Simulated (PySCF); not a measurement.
# Computed records: C2H5ClSi, C2H7NSi, CH5BNO, CH6AlBN

Computed with PySCF 2.14.0. Calculation on a computer-drawn molecule: optimised geometry and harmonic frequencies of an isolated molecule of the commonest isotopes, restricted reference for singlets and unrestricted otherwise, frozen core in MP2.

Common to all runs: method HF.

(1) C2H5ClSi

Start structure:
```xyz
9
C2H5ClSi
C     -0.3195     0.7282    -0.6728
C      0.4968     1.7516    -1.5429
Si     1.2809     3.1345    -0.4930
Cl     2.8801     1.9972     0.3128
H     -0.7658    -0.0682    -1.2522
H     -1.1101     1.2645    -0.1092
H      0.4001     0.2997     0.0097
H     -0.2078     2.2312    -2.2423
H      1.2270     1.2201    -2.1637
```

Settings of this run: charge 0, multiplicity 1 and basis cc-pV(D+d)Z.

It finds rotational constants 6.864, 2.925, 2.163 GHz; total energy -827.1014 hartree; convergence status largest gradient component 7.44e-06 hartree/bohr.

Drawn bonds:
```tsv
atom	other atom	order
1	2	1
2	3	1
3	4	1
1	5	1
1	6	1
1	7	1
2	8	1
2	9	1
```

Optimised structure:
```xyz
9
C2H5ClSi
C     -0.2514     0.7245    -0.6643
C      0.4485     1.7579    -1.5566
Si     1.5178     3.1400    -0.8059
Cl     2.6132     2.0461     0.6357
H     -0.8220     0.0141    -1.2665
H     -0.9509     1.2037     0.0256
H      0.4679     0.1622    -0.0696
H     -0.2814     2.2621    -2.2027
H      1.1398     1.2482    -2.2493
```

Modes:
```tsv
frequency (cm⁻¹)	reduced mass (dalton)
25.82	2.209
177.2	4.376
211	1.228
341.9	2.691
498.1	12.41
606.3	3.466
691.7	1.478
979.3	1.08
1038	1.472
1097	2.175
1336	1.36
1377	1.414
1516	1.182
1537	1.107
1597	1.045
1603	1.039
3099	1.067
3168	1.085
3181	1.044
3241	1.103
3279	1.101
```

(2) C2H7NSi

Start structure:
```xyz
11
C2H7NSi
C      0.4868    -1.3658    -0.7263
N      1.4207    -0.3507    -0.4984
C      1.2493     0.0990     0.8952
Si     2.5620     0.3007    -1.4837
H      0.6576    -2.2652    -0.0247
H      0.5762    -1.7498    -1.7753
H     -0.5752    -1.0416    -0.6768
H      2.0034     0.9391     1.0378
H      0.2669     0.5471     1.0220
H      1.4154    -0.6425     1.6367
H      2.2919    -0.5978    -2.6700
```

Here we set charge 0, multiplicity 1 and basis cc-pV(D+d)Z.

It finds rotational constants 9.153, 4.801, 3.278 GHz; total energy -423.1698 hartree; convergence status largest gradient component 1.696e-05 hartree/bohr.

Drawn bonds:
```tsv
atom	other atom	order
1	2	1
2	3	1
2	4	1
1	5	1
1	6	1
1	7	1
3	8	1
3	9	1
3	10	1
4	11	1
```

Optimised structure:
```xyz
11
C2H7NSi
C      0.4655    -1.4177    -0.7540
N      1.4146    -0.3553    -0.4657
C      1.2664     0.1548     0.8892
Si     2.6033     0.2995    -1.5050
H      0.6009    -2.2571    -0.0638
H      0.5961    -1.7806    -1.7694
H     -0.5635    -1.0600    -0.6415
H      1.9878     0.9484     1.0793
H      0.2617     0.5598     1.0474
H      1.4273    -0.6386     1.6261
H      2.2948    -0.5807    -2.7060
```

Modes:
```tsv
frequency (cm⁻¹)	reduced mass (dalton)
195.6	1.107
230.6	1.134
351.9	2.337
360.6	3.453
415.8	2.615
465.8	1.066
704.3	4.421
934.5	1.124
1092	2.363
1154	1.479
1201	1.22
1262	1.406
1308	3.595
1426	2.404
1549	1.164
1581	1.184
1582	1.043
1596	1.043
1601	1.047
1621	1.057
2104	1.042
3148	1.038
3158	1.039
3204	1.104
3209	1.105
3273	1.101
3306	1.098
```

(3) CH5BNO

Start structure:
```xyz
9
CH5BNO
C     -1.9539     1.7704     0.1256
N     -1.9270     0.3110    -0.2439
B     -1.0381    -0.2255    -1.1366
O     -0.1267    -0.7505    -1.8124
H     -2.9516     2.1941    -0.0572
H     -1.8511     1.7885     1.3075
H     -1.1565     2.3372    -0.3202
H     -2.6182    -0.1777     0.1700
H      0.3129    -1.1315    -2.5588
```

It was run with charge 1, multiplicity 1 and basis cc-pVDZ.

The calculation gives: rotational constants 38.4, 3.996, 3.734 GHz; total energy -194.6105 hartree; convergence status largest gradient component 2.889e-05 hartree/bohr.

Drawn bonds:
```tsv
atom	other atom	order
1	2	1
2	3	1
3	4	1
1	5	1
1	6	1
1	7	1
2	8	1
4	9	1
```

Optimised structure:
```xyz
9
CH5BNO
C     -2.1930     1.6101     0.1348
N     -1.7031     0.2388    -0.1660
B     -0.7356    -0.0823    -1.0053
O      0.2369    -0.3729    -1.7578
H     -3.2434     1.6744    -0.1336
H     -2.0575     1.8041     1.1947
H     -1.6221     2.3316    -0.4429
H     -2.1591    -0.5060     0.3371
H      0.1667    -0.5817    -2.6870
```

Modes:
```tsv
frequency (cm⁻¹)	reduced mass (dalton)
157.2	1.171
190.2	3.617
391	1.297
460	2.282
586.9	5.751
630.4	1.263
879.4	1.39
892.6	4.442
1159	3.39
1203	1.293
1231	1.27
1504	1.452
1568	1.141
1584	1.04
1613	1.051
2049	9.421
3233	1.031
3343	1.111
3348	1.111
3753	1.076
4038	1.069
```

(4) CH6AlBN

Start structure:
```xyz
10
CH6AlBN
C     -0.8143     1.2554     0.7256
N      0.3516     0.4732     0.4556
B      1.2397     0.7012    -0.5923
Al     1.2312     2.6354    -1.4197
H     -0.8360     2.1952     0.1043
H     -0.9725     1.3888     1.7504
H     -1.7594     0.6238     0.4147
H      0.4648    -0.2382     1.0617
H      2.2293    -0.0304    -0.5847
H      1.6945     2.9600    -2.9269
```

It was run with charge 0, multiplicity 2 and basis cc-pV(D+d)Z.

It finds rotational constants 13.14, 2.834, 2.404 GHz; total energy -362.3977 hartree; spin squared 0.763; convergence status largest gradient component 1.32e-05 hartree/bohr.

Drawn bonds:
```tsv
atom	other atom	order
1	2	1
2	3	1
3	4	1
1	5	1
1	6	1
1	7	1
2	8	1
3	9	1
4	10	1
```

Optimised structure:
```xyz
10
CH6AlBN
C     -0.8829     1.2202     0.7084
N      0.3219     0.4789     0.4146
B      1.3927     0.8319    -0.4014
Al     1.6686     2.6983    -1.4676
H     -0.8559     2.1876     0.2074
H     -0.9893     1.4026     1.7810
H     -1.7754     0.6903     0.3652
H      0.3537    -0.4108     0.8733
H      2.2823     0.0128    -0.4716
H      1.3133     2.8523    -3.0207
```

Modes:
```tsv
frequency (cm⁻¹)	reduced mass (dalton)
115.3	1.294
127.2	1.231
169.5	1.914
278.5	2.479
445.7	5.126
476.1	1.154
551.5	3.037
661.1	1.212
917.1	1.261
977.6	1.879
1128	1.316
1238	1.31
1269	1.846
1397	2.179
1575	1.19
1584	1.041
1599	1.206
1652	1.532
1895	1.045
2605	1.091
3169	1.036
3227	1.105
3265	1.102
3808	1.076
```

(5) C2H7NSi

Start structure:
```xyz
11
C2H7NSi
C     -1.2607    -0.7198    -0.3679
N     -0.3659    -0.4171    -1.5342
Si     1.1533     0.2925    -1.5390
C      1.7069     0.5388     0.2558
H     -2.1581    -0.1713    -0.3896
H     -0.7380    -0.4380     0.5732
H     -1.4316    -1.8587    -0.3574
H     -0.8153    -0.5330    -2.3614
H      2.7093     0.9677     0.3832
H      1.6908    -0.3568     0.8676
H      0.9932     1.2102     0.7848
```

It was run with charge 0, multiplicity 1 and basis cc-pV(D+d)Z.

It finds rotational constants 9.66, 4.249, 3.064 GHz; total energy -423.1887 hartree; convergence status largest gradient component 1.034e-05 hartree/bohr.

Drawn bonds:
```tsv
atom	other atom	order
1	2	1
2	3	1
3	4	1
1	5	1
1	6	1
1	7	1
2	8	1
4	9	1
4	10	1
4	11	1
```

Optimised structure:
```xyz
11
C2H7NSi
C     -1.2325    -0.7284    -0.3562
N     -0.3532    -0.3716    -1.4554
Si     1.2117     0.3043    -1.5722
C      1.6808     0.5487     0.2698
H     -2.1737    -0.1734    -0.4034
H     -0.7599    -0.5026     0.5963
H     -1.4707    -1.7958    -0.3676
H     -0.7749    -0.5743    -2.3441
H      2.6811     0.9841     0.3439
H      1.6895    -0.3999     0.8201
H      0.9857     1.2234     0.7839
```

Modes:
```tsv
frequency (cm⁻¹)	reduced mass (dalton)
106.8	1.041
147.1	1.033
221.2	3.457
235.8	2.718
416.3	3.041
609.2	1.142
662.2	4.502
735.7	1.176
766.8	4.626
845.8	1.396
1185	1.227
1222	4.157
1227	1.299
1364	1.243
1538	1.075
1559	1.056
1559	1.314
1570	1.165
1598	1.043
1621	1.062
3142	1.037
3167	1.04
3216	1.1
3219	1.105
3238	1.1
3302	1.097
3781	1.075
```
